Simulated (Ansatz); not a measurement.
```yaml
crystal:
  periodic: [false, false, false]
  atoms:
    - {symbol: C, position_ang: [0.805216, -1.172610, -0.077659]}
    - {symbol: C, position_ang: [-0.045997, 0.080099, -0.196962]}
    - {symbol: C, position_ang: [-0.669170, 0.180446, -1.577710]}
    - {symbol: C, position_ang: [-1.113122, 0.133382, 0.883073]}
    - {symbol: O, position_ang: [0.805038, 1.234840, -0.067096]}
    - {symbol: Si, position_ang: [1.829980, 2.040527, 0.884008]}
    - {symbol: Cl, position_ang: [1.952981, 0.900652, 2.677674]}
    - {symbol: H, position_ang: [1.594568, -1.168194, -0.832243]}
    - {symbol: H, position_ang: [0.186719, -2.058857, -0.234823]}
    - {symbol: H, position_ang: [1.262476, -1.241890, 0.909738]}
    - {symbol: H, position_ang: [0.105985, 0.181157, -2.346298]}
    - {symbol: H, position_ang: [-1.247147, 1.102004, -1.668625]}
    - {symbol: H, position_ang: [-1.335117, -0.666347, -1.756749]}
    - {symbol: H, position_ang: [-0.667370, 0.072346, 1.876259]}
    - {symbol: H, position_ang: [-1.682228, 1.062388, 0.808549]}
    - {symbol: H, position_ang: [-1.805610, -0.702545, 0.763264]}
basis:
  gaussian: {orbitals: def2-TZVPP}
total_charge: 1
magnetization: {spin_polarized: true, initial_magnetization: 2}
hamiltonian: {xc: {name: revPBE0}, dispersion: d3bj}
```

```sh
$ ansatz run in.yaml --threads 2 --pin off --events-out ev --progress --plain --max-ram 22528MiB --backend cuda --devices 0, --max-vram 18GiB
```

Shortened log:

```
Error: a molecule whose nuclei and cores have a total charge of 72 cannot have a net charge of 1 together with 2 unpaired electrons
```

Task: What is wrong with this run?

Result: The number of unpaired electrons doesn't fit the electron count. The input was rejected before any iteration.
